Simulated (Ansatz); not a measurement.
`C#C[Si](C)(Cl)Cl` + H–F → `C#C[Si](F)(Cl)Cl` + CH₄ at 600 K and 1 bar (ligand exchange at the Si–C bond).

Calculated with Ansatz (gas phase, PBE0-D4/def2-TZVP geometries, no zero-point term in ΔE). CCSD(T)/CBS adds triple-zeta CCSD(T) − MP2 to the extrapolated MP2 energy (def2 sets, frozen cores). This one scheme is used for every species.

```json
{"species": "`C#C[Si](C)(Cl)Cl`", "CCSD(T)/CBS energy (Eh)": "-1325.27391", "H − E (kJ/mol)": "226.5", "S (J/(mol·K))": "479.1"}
{"species": "H–F", "CCSD(T)/CBS energy (Eh)": "-100.39570", "H − E (kJ/mol)": "42.3", "S (J/(mol·K))": "194.0"}
{"species": "`C#C[Si](F)(Cl)Cl`", "CCSD(T)/CBS energy (Eh)": "-1385.25733", "H − E (kJ/mol)": "126.9", "S (J/(mol·K))": "443.3"}
{"species": "CH₄", "CCSD(T)/CBS energy (Eh)": "-40.46206", "H − E (kJ/mol)": "140.4", "S (J/(mol·K))": "215.7"}
```

H − E and S are ideal-gas, rigid-rotor, harmonic terms from PBE0-D4/def2-TZVP. 1 Eh = 2625.50 kJ/mol, R = 8.31446 J/(mol·K).

By hand: ΔE, ΔH, ΔS and ΔG.

ΔE = (-1385.25733) + (-40.46206) − (-1325.27391) − (-100.39570) = -0.04978 Eh = -130.7 kJ/mol. Δ(H − E) = 126.9 + 140.4 − 226.5 − 42.3 = -1.5, so ΔH = -132.2 kJ/mol. ΔS = 443.3 + 215.7 − 479.1 − 194.0 = -14.1 J/(mol·K). ΔG = -132.2 − 600 × (-14.1)/1000 = -123.7 kJ/mol.

By hand: the equilibrium constant, and the temperature at which ΔG would vanish if ΔH and ΔS stayed fixed.

log₁₀ K = −ΔG/(RT ln 10) = 10.8. ΔG = 0 at ΔH/ΔS = 9376 K, far beyond where these terms or the molecules hold.

The number of gas molecules stays the same, so ΔS is small and ΔH decides. A doubt of 5 kJ/mol in ΔE shifts log₁₀ K by 0.4 here. These are equilibria of isolated gas molecules and say nothing of rates. Largest T1 diagnostic: 0.011 (customary marks: 0.02 for closed shells, 0.045 for open ones).
